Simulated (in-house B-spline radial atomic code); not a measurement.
How numerical settings move a run on the copper ion Cu²⁺, [Ar] 3d9. Computed with an all-electron radial atomic-structure program (B-spline basis): non-relativistic TPSSh, spherical fractional occupations, point nucleus.

Command:
```bash
python run_scf.py task.json out
```
Settings of the sound reference run:
```
Z                29
electrons        27
configuration    [Ar] 3d9
hamiltonian      nr
method           tpssh
spin_polarised   False
knot_spacing     0.22
spline_order     8
gauss_points     12
box_radius       22.22
max_iterations   70
damping          0.5
damped_steps     3
diis_vectors     10
tolerance        1e-08
start            Thomas-Fermi
```

Run time, properties included: 0.31 s on 1 thread of Arm Neoverse N1, with other jobs on the host.

It converges in 8 iterations to -1639.436141 hartree, with 3d at -30.5945 eV. The other runs change the listed settings, some to values that make no sense; their results aren't properties of the atom or ion. Radii are in bohr (the nuclear one in fm), a minus after a letter asks for a j subshell, and «unchanged» means within 1e-8 hartree. The run stops when the residual is below 10 × tolerance × max(1, Z/10), or a noise floor if that is larger, and the energy moves by less than 1e-8 × √|E| hartree; so very loose and very tight tolerances often act alike.

| changed settings | outcome |
| --- | --- |
| knot_spacing = 0.3 | converged in 8 iterations, energy +3.33e-05 hartree from the reference, 3d level -1.3e-04 eV |
| tolerance = 1e-06 | converged in 7 iterations, energy unchanged, 3d level +3.4e-04 eV |
| knot_spacing = 1 | converged in 8 iterations, energy +4.72e+00 hartree from the reference, 3d level -1.1e+00 eV (the program warns: 3s reaches the box edge; 3p reaches the box edge) |
| hamiltonian = dirac, method = hf, nucleus = fermi, rms_radius = 3.8823, mass_number = 63, atomic_mass = 62.9296, speed_of_light = 21.76132 | stopped with error: Z/c is past the critical charge |
| knot_spacing = 0.1, gauss_points = 5, max_iterations = 60, diis_vectors = 4, tolerance = 0.01 | converged in 5 iterations, energy -1.15e-05 hartree from the reference, 3d level -2.4e-02 eV |
| electrons = 29, configuration = [Ar] 3d11, max_iterations = 50 | stopped with error: shell 3d holds at most 10 electrons |
| knot_spacing = 0.4, max_iterations = 75, tolerance = 1e-10 | converged in 9 iterations, energy +2.68e-04 hartree from the reference, 3d level +3.3e-05 eV |
| gauss_points = 6, max_iterations = 5, diis_vectors = 20 | not converged after 5 iterations, last residual 2.0e-04, last energy +1.24e-06 hartree from the reference |
| knot_spacing = 0.55 | converged in 8 iterations, energy +3.31e-02 hartree from the reference, 3d level -3.9e-03 eV |
| knot_spacing = 0.15 | converged in 8 iterations, energy -1.24e-05 hartree from the reference, 3d level +9.7e-06 eV |
| tolerance = 1e-13 | converged in 9 iterations, energy unchanged, 3d level -2.9e-05 eV |
| gauss_points = 3 | converged in 8 iterations, energy -3.46e+05 hartree from the reference, 3d level +6.0e-01 eV |
| tolerance = 1e-05 | converged in 5 iterations, energy +1.24e-06 hartree from the reference, 3d level -2.4e-02 eV |
| knot_spacing = 2, max_iterations = 100, diis_vectors = 0 | converged in 15 iterations, energy +1.15e+02 hartree from the reference, 3d level -1.2e+01 eV (the program warns: 1s reaches the box edge; 2s reaches the box edge) |
| knot_spacing = 0.1 | converged in 8 iterations, energy -1.28e-05 hartree from the reference, 3d level +1.0e-05 eV |
| knot_spacing = 2 | converged in 7 iterations, energy +1.15e+02 hartree from the reference, 3d level -1.2e+01 eV (the program warns: 1s reaches the box edge; 2s reaches the box edge) |

Task: What happens with gauss_points = 4?

Result: Converged in 8 iterations, energy +2.41e-07 hartree from the reference, 3d level -5.0e-07 eV.

Task: What happens with gauss_points = 5?

Result: Converged in 8 iterations, energy -2.12e-08 hartree from the reference.

Task: What happens with knot_spacing = 0.75?

Result: Converged in 8 iterations, energy +1.06e+00 hartree from the reference, 3d level -2.2e-01 eV (the program warns: 3s reaches the box edge; 3p reaches the box edge).

Task: What happens with knot_spacing = 0.4?

Result: Converged in 8 iterations, energy +2.68e-04 hartree from the reference, 3d level +5.3e-05 eV.
